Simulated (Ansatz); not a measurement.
Spectroscopic constants of PS, multiplicity 2 (the spin of the measured ground state). The T1 diagnostic near the minimum is 0.065, so single-reference values are doubtful.

The constants come from a fifth-degree fit in 1/R (seven points, main isotopes). Runs in def2 and cc sets follow the lowest solution found near the PBE0 minimum.

Run with Ansatz (Gaussian orbitals). 

Q: What bond length and harmonic frequency does PBE/def2-TZVPP give, and what D_e (from each atom's lowest state at the same level)?

A: r_e = 1.915 Å, ω_e = 729 cm⁻¹, D_e = 4.89 eV.

Q: What bond length and harmonic frequency does PBE0/def2-TZVPP give, and what D_e (from each atom's lowest state at the same level)?

A: r_e = 1.892 Å, ω_e = 775 cm⁻¹, D_e = 4.50 eV.

Q: What bond length and harmonic frequency does wB97M-V/def2-TZVPP give, and what D_e (from each atom's lowest state at the same level)?

A: r_e = 1.884 Å, ω_e = 793 cm⁻¹, D_e = 4.66 eV.

Measured for the ground state: r_e 1.9 Å [NIST CCCBDB]. ω_e 739.1 cm-1, ω_e x_e 2.96 cm-1 [Huber and Herzberg (1979), NIST Chemistry WebBook]. D_0 4.542 ± 0.1 eV (a handbook's tabulated 298 K bond energy less 3RT/2; such tables hold older values) [Luo, bond dissociation energies, CRC Handbook].

Ansatz is a first-principles code.
